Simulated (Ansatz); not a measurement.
```xyz
9

O     1.213    0.016    0.354
C     0.620    0.442   -0.981
Al   -0.757   -0.021    0.292
O    -1.401   -1.597    0.271
H     1.711    0.730    0.760
H     1.034   -0.223   -1.735
H     0.891    1.477   -1.186
H    -1.316    1.088    1.277
H    -1.995   -1.913    0.948
```

Total charge 0; spin multiplicity 1. The bonds changed during the relaxation, so this is another structure than the one it started from.

(1) List the ωB97M-V/def2-TZVPP orbital energies in eV (the Gaussian-basis code of Ansatz). (Best estimate.)

Results:

(1) Ansatz gave: Occupied: -1531.35, -527.50, -525.04, -282.13, -115.95, -75.59, -75.46, -75.45, -32.25, -29.40, -21.73, -17.91, -16.02, -15.43, -14.16, -12.78, -12.29, -11.28, -10.71, -9.69. Lowest empty: 1.64, 2.17, 2.26, 3.54, 3.93, 4.52, 4.59, 5.18.
